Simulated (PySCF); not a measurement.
This PySCF input asks for the NMR shieldings of `CCC#C[Si@@H](N)CC#N`, C6H10N2Si; the geometry comes from GFN2-xTB.

```python
import basis_set_exchange as bse
import numpy as np
from pyscf import gto, dft
from pyscf.prop import nmr

atoms = """
C     3.617399   -0.519552    0.785823
C     2.743575   -0.957153   -0.390967
C     1.402908   -0.419637   -0.277847
C     0.292677    0.035729   -0.168779
Si   -1.393952    0.759965    0.004678
N    -1.953183    1.166654   -1.568361
C    -2.582963   -0.632823    0.591740
C    -3.931920   -0.204120    0.450252
N    -4.999533    0.187494    0.307633
H     3.192241   -0.868665    1.724048
H     4.618864   -0.931588    0.682456
H     3.687693    0.565346    0.823909
H     2.687147   -2.049399   -0.427993
H     3.182738   -0.609105   -1.330700
H    -1.374235    1.824318    1.021113
H    -2.943292    1.273782   -1.723849
H    -1.433607    1.814014   -2.137237
H    -2.432188   -1.530151   -0.008374
H    -2.390173   -0.880695    1.634993
"""
names = dict.fromkeys(["C", "Si", "N", "H"], "pcSseg-1")
basis = {el: gto.basis.parse(bse.get_basis(n, elements=[el], fmt="nwchem")) for el, n in names.items()}
mol = gto.M(atom=atoms, basis=basis, charge=0, verbose=0)
mf = dft.RKS(mol, xc="PBE0")
mf.grids.level = 2
mf.grids.alignment = dft.numint.BLKSIZE   # the property module wants whole blocks of grid points
mf.conv_tol = 1e-9
mf.kernel()

calc = nmr.RKS(mf)   # GIAO
C = mf.mo_coeff
Co = C[:, mf.mo_occ > 0]
resp = mf.gen_response(singlet=True, hermi=2)
def vind(x):   # induced exchange potential for any number of trial vectors
    d = np.einsum("pi,xij,qj->xpq", C, 2 * x.reshape(-1, C.shape[1], Co.shape[1]), Co, optimize=True)
    return np.einsum("xpq,pi,qj->xij", resp(d - d.transpose(0, 2, 1)), C, Co, optimize=True).ravel()
mo1, _ = nmr.rhf.solve_mo1(calc, with_cphf=vind)
sigma = calc.kernel(mo1)
for i, s in enumerate(sigma):   # ppm
    w = np.linalg.eigvalsh((s + s.T) / 2)
    print("%2d %-2s iso %8.1f  s11 %8.1f  s22 %8.1f  s33 %8.1f" % (i, mol.atom_pure_symbol(i), w.mean(), *w))
```

Problem. What are the results?

Solution. 
```
 0 C  iso    170.4  s11    158.4  s22    166.1  s33    186.8
 1 C  iso    170.4  s11    160.2  s22    168.6  s33    182.5
 2 C  iso     68.4  s11    -31.7  s22    -30.0  s33    266.8
 3 C  iso    101.7  s11     18.2  s22     22.4  s33    264.6
 4 Si iso    395.6  s11    372.3  s22    382.4  s33    432.0
 5 N  iso    252.8  s11    225.2  s22    258.1  s33    275.2
 6 C  iso    183.5  s11    174.1  s22    182.7  s33    193.5
 7 C  iso     64.1  s11    -52.0  s22    -47.5  s33    291.9
 8 N  iso    -27.7  s11   -202.3  s22   -184.4  s33    303.4
 9 H  iso     30.5  s11     26.5  s22     29.1  s33     35.7
10 H  iso     30.6  s11     26.1  s22     27.6  s33     38.2
11 H  iso     30.4  s11     26.5  s22     29.0  s33     35.7
12 H  iso     29.4  s11     24.0  s22     28.7  s33     35.4
13 H  iso     29.3  s11     24.0  s22     28.6  s33     35.3
14 H  iso     26.4  s11     23.2  s22     24.4  s33     31.7
15 H  iso     30.6  s11     22.1  s22     28.0  s33     41.6
16 H  iso     31.2  s11     23.6  s22     27.3  s33     42.7
17 H  iso     29.9  s11     25.1  s22     29.0  s33     35.6
18 H  iso     30.2  s11     24.8  s22     29.2  s33     36.6
```

These numbers come from an equivalent density-fitted implementation of the same equations, which agrees with the script to about 0.01 ppm for H and up to a few tenths of a ppm for heavy atoms, so last digits may differ.

Problem. Turn these shieldings into chemical shifts. Referencing at the same level of theory: ¹³C (186.93 ppm) and ²⁹Si (349.16 ppm) and ¹H (31.72 ppm) against TMS; NH3 for ¹⁵N (267.73 ppm).

Solution. Averaging equivalent atoms: C 7: 122.8; C 2: 118.6; C 3: 85.2; C 1: 16.5; C 0: 16.5; C 6: 3.5; Si 4: -46.4; N 8: 295.5; N 5: 14.9; H 14: 5.30; H 13: 2.41; H 12: 2.37; H 17: 1.82; H 18: 1.52; H 9/10/11: 1.22; H 15/16: 0.84 ppm. Experimental scales use liquid or dissolved standards, which lie at an offset from isolated NH3 (liquid NH3: subtract about 20 ppm). Unscaled 15N shifts of sp2 nitrogen come out 20 to 40 ppm too high even then.

Size and cost of the density-fitted run: 210 basis functions, 66 s wall time on 1 thread of an Arm Neoverse N1, shared host; peak memory 0.93 GiB.
